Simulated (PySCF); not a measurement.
# Zr (zirconium, neutral) across methods

[Kr] 4d2 5s1 6s1, high-spin 5F determinant (an excited configuration). Computed with PySCF 2.14 in dyall-av2z (22s15p11d2f, 136 functions), with the non-relativistic Hamiltonian (point nucleus).

```csv
method,E (hartree),mean ε 4d α (eV),mean ε 5s α (eV),mean ε 6s α (eV),Σ⟨r²⟩ (bohr²),⟨S²⟩
B3LYP,-3540.82,-9.076,-7.666,-1.568,154.6,6.001
LDA,-3536.60,-8.025,-7.366,-1.477,149.2,6.000
r2SCAN,-3540.78,-8.560,-7.305,-1.413,156.1,6.002
PBE0,-3540.46,-9.474,-7.788,-1.691,156.7,6.001
UHF,-3538.88392,-12.821,-9.266,-2.081,163.4,6.005
PBE,-3540.34,-8.152,-7.164,-1.477,154.2,6.001
r2SCAN0,-3540.79,-9.729,-7.913,-1.608,156.3,6.002
revPBE,-3540.53,-8.185,-7.119,-1.484,156.6,6.001
```

A non-relativistic calculation at this Z misses sizeable relativistic shifts. The outer electron is Rydberg-like, and this basis confines it to a smaller radius and binds it less than a complete one would.
